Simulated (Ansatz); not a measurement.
The molecule MgF, multiplicity 2 (the spin of the measured ground state).

Seven points along R, fitted to fifth degree in 1/R; most abundant isotopes. In def2 and cc sets the state is the lowest found near the PBE0 minimum, followed along R.

Correlated levels freeze the inner cores; with def2 sets outer-core shells near the valence are correlated too.

The values were computed with Ansatz (a program for electronic structure) with Gaussian orbitals. Each number belongs to the level named beside it.

Question: What bond length and harmonic frequency does SVWN5/def2-TZVPP give, and what D_e (from each atom's lowest state at the same level)?

Answer: r_e = 1.758 Å, ω_e = 698 cm⁻¹, D_e = 5.30 eV.

Question: What bond length and harmonic frequency does wB97X-V/def2-TZVPP give, and what D_e (from each atom's lowest state at the same level)?

Answer: r_e = 1.769 Å, ω_e = 700 cm⁻¹, D_e = 4.53 eV.

Question: What bond length and harmonic frequency does CCSD(T)/def2-QZVPP give, and what D_e (from each atom's lowest state at the same level)?

Answer: r_e = 1.751 Å, ω_e = 729 cm⁻¹, D_e = 4.55 eV.

Measured for the ground state: r_e 1.75 Å [NIST CCCBDB].
